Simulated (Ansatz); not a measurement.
`C[Se]B(F)Cl` + `C=N` → `C=NB(F)Cl` + `C[SeH]` at 700 K and 1 bar (ligand exchange at a B–Se bond).

Gas-phase electronic energies from Ansatz, PBE0-D4/def2-TZVP geometries. CBS: MP2 limit from def2 TZ/QZ plus the TZ coupled-cluster correction, frozen cores. This one scheme is used for every species. For Se outer-core shells are correlated without core-valence functions, which leaves a few kJ/mol of doubt a bond. Scalar relativity is left out up to krypton. One conformer a species, not always the lowest.

| species | CCSD(T)/CBS energy (Eh) | H − E (kJ/mol) | S (J/(mol·K)) |
| --- | --- | --- | --- |
| `C[Se]B(F)Cl` | -3025.05449 | 188.6 | 449.7 |
| `C=N` | -94.52360 | 135.6 | 268.6 |
| `C=NB(F)Cl` | -678.42235 | 159.7 | 400.9 |
| `C[SeH]` | -2441.15625 | 157.6 | 325.3 |

H − E and S are ideal-gas, rigid-rotor, harmonic terms from PBE0-D4/def2-TZVP, for one conformer and one mirror image of each species. 1 Eh = 2625.50 kJ/mol, R = 8.31446 J/(mol·K).

Question: By hand: ΔE, ΔH, ΔS and ΔG.

Answer: ΔE = (-678.42235) + (-2441.15625) − (-3025.05449) − (-94.52360) = -0.00051 Eh = -1.3 kJ/mol. Δ(H − E) = 159.7 + 157.6 − 188.6 − 135.6 = -6.9, so ΔH = -8.2 kJ/mol. ΔS = 400.9 + 325.3 − 449.7 − 268.6 = 7.9 J/(mol·K). ΔG = -8.2 − 700 × (7.9)/1000 = -13.7 kJ/mol.

Question: By hand: the equilibrium constant, and the temperature at which ΔG would vanish if ΔH and ΔS stayed fixed.

Answer: log₁₀ K = −ΔG/(RT ln 10) = 1.0. ΔH and −TΔS have one sign here, so there is no such temperature.

TΔS isn't small against ΔH here. A doubt of 5 kJ/mol in ΔE shifts log₁₀ K by 0.4 here. Other conformers and mirror images would add mixing entropy, several J/(mol·K) or more a flexible species. These are equilibria of isolated gas molecules and say nothing of rates. Largest T1 diagnostic: 0.013 (customary marks: 0.02 for closed shells, 0.045 for open ones).

ΔS is within the doubt of such terms, so its sign, and with it that verdict, could turn.
